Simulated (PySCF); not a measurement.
# Electron correlation in N³⁺ (nitrogen, charge +3)

[He] 2s2, closed-shell 1S. Computed with PySCF 2.14 in dyall-acv3z, with no relativity, point nucleus. Frozen: nothing; 4 electrons correlated; the 5 highest virtual orbitals of each spin left out.

MP2 pair energies summed by pair of shells (mhartree):

| pair | energy | share (%) |
| --- | --- | --- |
| 2s-2s | -52.38 | 52.5 |
| 1s-1s | -37.92 | 38.0 |
| 1s-2s | -9.45 | 9.5 |

Total MP2 correlation energy: -99.75 mhartree.

Same-spin part -2.46 and opposite-spin part -97.29 mhartree; SCS-MP2 scales them by 1/3 and 6/5 to -117.57 mhartree.

MP2 falls well short for the outer s pair, which is nearly degenerate with np².
